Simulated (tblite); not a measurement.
C6H6NOS (doublet state).
Cartesian coordinates in Å at the GFN2-xTB level; atoms count from 1:
```xyz
15
C6H6NOS angstrom
C     -2.476    0.568   -0.259
N     -1.449   -0.434   -0.128
C     -0.118   -0.164   -0.192
C      0.793   -1.173   -0.286
C      2.244   -1.109   -0.326
O      2.921   -2.110   -0.462
C      2.701    0.249   -0.181
C      2.084    1.383   -0.081
S      0.294    1.531   -0.101
H     -2.277    1.388    0.432
H     -2.529    0.976   -1.274
H     -3.434    0.121   -0.005
H     -1.713   -1.385   -0.337
H      0.411   -2.185   -0.348
H      2.543    2.351    0.021
```

Computed with GFN2-xTB (tblite): harmonic, unscaled wavenumbers at the GFN2-xTB geometry, gas phase. Errors from tens to a few hundred cm⁻¹ against measured bands are possible. One conformer, not necessarily the lowest. Open shells enter through the occupations alone, without spin polarisation, and single modes of such species can be off by tens of per cent.

Harmonic wavenumbers (cm⁻¹): 64.2, 85.0, 108.3, 181.8, 211.4, 302.5, 326.7, 370.0, 425.5, 438.4, 509.1, 546.5, 595.9, 622.1, 648.7, 703.7, 743.4, 783.0, 887.2, 1036.9, 1090.0, 1111.3, 1137.4, 1173.3, 1224.2, 1294.5, 1383.4, 1417.6, 1465.0, 1476.7, 1547.4, 1667.5, 1695.5, 2932.7, 3001.4, 3042.7, 3049.5, 3103.2, 3442.2.

A = 2676, B = 1091, C = 780.2 MHz; mass 140.017 u (most abundant isotopes); point group C1, symmetry number 1; spin multiplicity 2.

Problem. Zero-point energy?

Solution. Half the sum of the wavenumbers: 22923 cm⁻¹ = 274.22 kJ/mol.

Problem. Give the ideal-gas entropy at 200 K and 1 bar in the rigid-rotor, harmonic-oscillator model (classical rotation).

Solution. Translation 162.19, rotation 117.76, vibration 66.30, spin (R ln 2) 5.76: S = 352.0 J/(mol K).

Problem. And Cp and H(200 K) − H(0)?

Solution. Cp = 111.90 J/(mol K), of which vibrations give 78.65 (their classical limit is 39 R = 324.3); H(200 K) − H(0) = 14.20 kJ/mol without the zero-point energy, 7.55 from vibrations.

Problem. How do the functions run with temperature in this model?

Solution. 
```csv
T (K),S (J/(mol K)),Cp (J/(mol K)),H − H(0) (kJ/mol),G − H(0) (kJ/mol),ln q(vib)
50,248.6,50.8,1.98,-10.45,0.32
100,290.1,71.1,5.04,-23.98,1.25
298.15,403.6,148.4,27.01,-93.34,5.69
373.15,439.7,173.0,39.08,-124.98,7.42
500,495.3,207.4,63.30,-184.34,10.31
750,588.9,253.6,121.41,-320.26,15.71
1000,666.1,282.4,188.66,-477.43,20.62
```

q(vib) and H(0) count from the zero-point level.

Problem. Blend soft modes into free rotors: weight 1/[1 + (100 cm⁻¹/ν̃)⁴] for the oscillator and the rest for a rotor with moment μB/(μ + B), μ = h/(8π²ν), B = 10⁻⁴⁴ kg m². What vibrational entropy results?

Solution. 62.96 J/(mol K) in place of 66.30, which changes −T·S at 200 K by +0.67 kJ/mol.

Problem. What must be added to the electronic energy to get the Gibbs energy at 200 K and 1 bar?

Solution. ZPE + [H(200 K) − H(0)] − T·S = 274.22 + 14.20 − 70.40 = 218.02 kJ/mol.

Hindered rotation and anharmonicity are outside this model. Other conformers, if any are populated, would add a mixing term that is left out. The structure is chiral; the term R ln 2 for an equal mix with its mirror image is left out.
